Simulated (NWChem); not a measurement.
System: C$_{2}$H$_{6}$OSi$_{2}$; SMILES C1=C[SiH2][SiH2]O1

```xyz
11

C      1.5714    -0.3605     0.0000
C      1.2555     0.9520     0.0000
Si    -0.5674     1.3468     0.0000
Si    -0.9889    -0.9589     0.0000
O      0.6825    -1.3711     0.0000
H      2.6061    -0.7258     0.0000
H      2.0738     1.6765     0.0000
H     -1.0490     2.0832    -1.2103
H     -1.0490     2.0832     1.2103
H     -1.6071    -1.5641    -1.2150
H     -1.6071    -1.5641     1.2150
```
Atoms are numbered in this order, from 1.

Computed with NWChem. Pople sets run with spherical d functions. Structure relaxed at the PBE0/def2-SVP level. Ions are spin-unrestricted doublets at the neutral geometry; other ion states weren't tried.

```tsv
level	basis functions	vertical ionisation energy, ΔSCF (eV)	−ε(HOMO) (eV)	ΔSCF minus −ε(HOMO) (eV)
CAM-B3LYP/STO-3G	39	5.96	4.66	1.30
CAM-B3LYP/3-21G	65	8.72	7.82	0.90
CAM-B3LYP/6-31G*	90	___	___	___
CAM-B3LYP/6-31+G*	110	8.93	8.17	0.76
CAM-B3LYP/6-311G**	142	8.93	8.15	0.78
```

Problem. Fill in the missing entries.

Solution. 
- CAM-B3LYP/6-31G*, vertical ionisation energy, ΔSCF (eV): 8.77
- CAM-B3LYP/6-31G*, −ε(HOMO) (eV): 7.93
- CAM-B3LYP/6-31G*, ΔSCF minus −ε(HOMO) (eV): 0.84
